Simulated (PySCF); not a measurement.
## Spinor energies of Au (gold, neutral)

Start: [Xe] 4f14 5d10 6s1; 6s1/2 filled at m_j = +1/2. Calculated with PySCF 2.14 in x2c-SVPall-2c with one added diffuse shell each of s, d type (8s9p10d2f, 99 functions): generalised Hartree-Fock with the X2C-1e Hamiltonian and a Gaussian nucleus; one run each with spin-orbit coupling (SO) switched off, then screened by Boettger's factors. This is a chosen level, not necessarily the ground level.

```json
{"spinor shell": "1s1/2", "electrons": "2", "ε, spin-free (eV)": "-81171.1", "ε, screened SO (eV)": "-81140.4", "weight of nominal j (screened SO)": "1.000", "rms radius, screened SO (bohr)": "0.0191"}
{"spinor shell": "2s1/2", "electrons": "2", "ε, spin-free (eV)": "-14473.7", "ε, screened SO (eV)": "-14464.1", "weight of nominal j (screened SO)": "1.000", "rms radius, screened SO (bohr)": "0.0769"}
{"spinor shell": "2p1/2", "electrons": "2", "ε, spin-free (eV)": "-12525.5", "ε, screened SO (eV)": "-13847.5", "weight of nominal j (screened SO)": "1.000", "rms radius, screened SO (bohr)": "0.0651"}
{"spinor shell": "2p3/2", "electrons": "4", "ε, spin-free (eV)": "-12525.5", "ε, screened SO (eV)": "-12006.1", "weight of nominal j (screened SO)": "1.000", "rms radius, screened SO (bohr)": "0.0731"}
{"spinor shell": "3s1/2", "electrons": "2", "ε, spin-free (eV)": "-3484.6", "ε, screened SO (eV)": "-3481.5", "weight of nominal j (screened SO)": "1.000", "rms radius, screened SO (bohr)": "0.196"}
{"spinor shell": "3p1/2", "electrons": "2", "ε, spin-free (eV)": "-2910.5", "ε, screened SO (eV)": "-3205.2", "weight of nominal j (screened SO)": "1.000", "rms radius, screened SO (bohr)": "0.188"}
{"spinor shell": "3p3/2", "electrons": "4", "ε, spin-free (eV)": "-2910.5", "ε, screened SO (eV)": "-2792.5", "weight of nominal j (screened SO)": "1.000", "rms radius, screened SO (bohr)": "0.204"}
{"spinor shell": "3d3/2", "electrons": "4", "ε, spin-free (eV)": "-2286.9", "ε, screened SO (eV)": "-2337.4", "weight of nominal j (screened SO)": "1.000", "rms radius, screened SO (bohr)": "0.180"}
{"spinor shell": "3d5/2", "electrons": "6", "ε, spin-free (eV)": "-2286.9", "ε, screened SO (eV)": "-2250.4", "weight of nominal j (screened SO)": "1.000", "rms radius, screened SO (bohr)": "0.183"}
{"spinor shell": "4s1/2", "electrons": "2", "ε, spin-free (eV)": "-792.94", "ε, screened SO (eV)": "-792.09", "weight of nominal j (screened SO)": "1.000", "rms radius, screened SO (bohr)": "0.432"}
{"spinor shell": "4p1/2", "electrons": "2", "ε, spin-free (eV)": "-601.43", "ε, screened SO (eV)": "-672.84", "weight of nominal j (screened SO)": "1.000", "rms radius, screened SO (bohr)": "0.438"}
{"spinor shell": "4p3/2", "electrons": "4", "ε, spin-free (eV)": "-601.43", "ε, screened SO (eV)": "-572.73", "weight of nominal j (screened SO)": "1.000", "rms radius, screened SO (bohr)": "0.471"}
{"spinor shell": "4d3/2", "electrons": "4", "ε, spin-free (eV)": "-366.30", "ε, screened SO (eV)": "-377.06", "weight of nominal j (screened SO)": "1.000", "rms radius, screened SO (bohr)": "0.487"}
{"spinor shell": "4d5/2", "electrons": "6", "ε, spin-free (eV)": "-366.30", "ε, screened SO (eV)": "-358.33", "weight of nominal j (screened SO)": "1.000", "rms radius, screened SO (bohr)": "0.496"}
{"spinor shell": "5s1/2", "electrons": "2", "ε, spin-free (eV)": "-127.52", "ε, screened SO (eV)": "-127.47", "weight of nominal j (screened SO)": "1.000", "rms radius, screened SO (bohr)": "1.000"}
{"spinor shell": "4f5/2", "electrons": "6", "ε, spin-free (eV)": "-103.28", "ε, screened SO (eV)": "-105.11", "weight of nominal j (screened SO)": "1.000", "rms radius, screened SO (bohr)": "0.544"}
{"spinor shell": "4f7/2", "electrons": "8", "ε, spin-free (eV)": "-103.28", "ε, screened SO (eV)": "-101.34", "weight of nominal j (screened SO)": "1.000", "rms radius, screened SO (bohr)": "0.546"}
{"spinor shell": "5p1/2", "electrons": "2", "ε, spin-free (eV)": "-74.463", "ε, screened SO (eV)": "-86.102", "weight of nominal j (screened SO)": "1.000", "rms radius, screened SO (bohr)": "1.13"}
{"spinor shell": "5p3/2", "electrons": "4", "ε, spin-free (eV)": "-74.463", "ε, screened SO (eV)": "-69.746", "weight of nominal j (screened SO)": "1.000", "rms radius, screened SO (bohr)": "1.17"}
{"spinor shell": "5d3/2", "electrons": "4", "ε, spin-free (eV)": "-12.436", "ε, screened SO (eV)": "-13.610", "weight of nominal j (screened SO)": "0.997", "rms radius, screened SO (bohr)": "1.68"}
{"spinor shell": "5d5/2", "electrons": "6", "ε, spin-free (eV)": "-12.436", "ε, screened SO (eV)": "-11.705", "weight of nominal j (screened SO)": "0.998", "rms radius, screened SO (bohr)": "1.78"}
{"spinor shell": "6s1/2", "electrons": "1", "ε, spin-free (eV)": "-7.985", "ε, screened SO (eV)": "-8.016", "weight of nominal j (screened SO)": "1.000", "rms radius, screened SO (bohr)": "3.29"}
```

| quantity | spin-free | screened SO |
| --- | --- | --- |
| E (hartree) | -18996.48274 | -19025.61488 |
| M_J | 1/2 | 1/2 |
| ⟨J²⟩ | 0.753 | 0.753 |
| ⟨L²⟩ | 0.000 | 0.146 |
| ⟨S²⟩ | 0.753 | 0.899 |

Breit and QED terms are absent; they matter most for the inner s and p1/2 levels.

Densities and radii are taken from the X2C orbitals without a picture-change correction, which distorts them close to the nucleus.

Without spin-orbit coupling the j labels of p, d and f shells carry no meaning; the spin-free column gives the mean over the occupied spinors of each nl shell.
